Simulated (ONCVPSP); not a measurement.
## What one change does to a pseudopotential (sulfur (S), ONCV)

- Element: sulfur
- Generator: ONCVPSP 4.0.1
- Type: optimised norm-conserving Vanderbilt (ONCV)
- Functional: LDA (Perdew-Zunger)
- Relativity: non-relativistic
- Frozen core: [He]
- Valence charge: 14
- Reference configuration: 2s2 2p6 3s1 3p5
- Partial waves: 2s+3s: rc 0.80 bohr, ncon 4, nbas 8, qcut 19 1/bohr, 2 projectors; 2p+3p: rc 0.65 bohr, ncon 5, nbas 8, qcut 18.6 1/bohr, 2 projectors; d scattering state at 0.45 Ha: rc 0.90 bohr, ncon 4, nbas 7, qcut 9 1/bohr, 3 projectors, debl 0.9 Ha
- Local potential: polynomial inside 0.50 bohr (lpopt 5, dvloc0 3 Ha)
- Core correction: polynomial model core, fcfact 0.7

Change: s: rc 0.78.

Cutoffs: the cutoffs (Ha) at which the residual kinetic energy of the hardest occupied pseudo-wave falls to 1 and 0.1 mHa per electron; they do not see the model core or the augmentation charge, which bear on the density cutoff. Errors are all-electron minus pseudo energies relative to the spin-unpolarised reference configuration.

What does the change do?

The potential gets neither clearly harder nor softer (222 Ha and 436 Ha → 222 Ha and 436 Ha); both files keep a bound ghost (d); the errors of the 4 common tests hardly move.

```tsv
quantity	base	changed
cutoff, loose	222 Ha	222 Ha
cutoff, tight	436 Ha	436 Ha
loose cutoff by channel	s 93 Ha, p 222 Ha	s 97 Ha, p 222 Ha
bound ghosts	d	d
GHOST(+) flags under 300 eV	none	none
error for 2s2 2p6 3s2 3p4, meV [ΔE -10.11 eV]	+0.6	+0.7
error for 2s2 2p6 3s2 3p3, meV [ΔE 1.77 eV]	+1.9	+1.9
error for 2s2 2p6 3s2 3p2, meV [ΔE 24.15 eV]	+5.4	+5.3
error for 2s2 2p6 3s2 3p0, meV [ΔE 105.30 eV]	+27	+27
p: phases at 0.66 bohr within 0.05 rad from the reference energy up to (Ha; the scan ends near 5)	to the end of the scan	to the end of the scan
d: phases at 0.91 bohr within 0.05 rad from the reference energy up to (Ha; the scan ends near 5)	to the end of the scan	to the end of the scan
rms error of d²Exc/dni dnj with the model core, mHa	1.97	1.96
```

 A true bound ghost makes a file unfit for plane-wave use even where its test errors are small: the radial tests pick states by their node count and pass the ghost by.
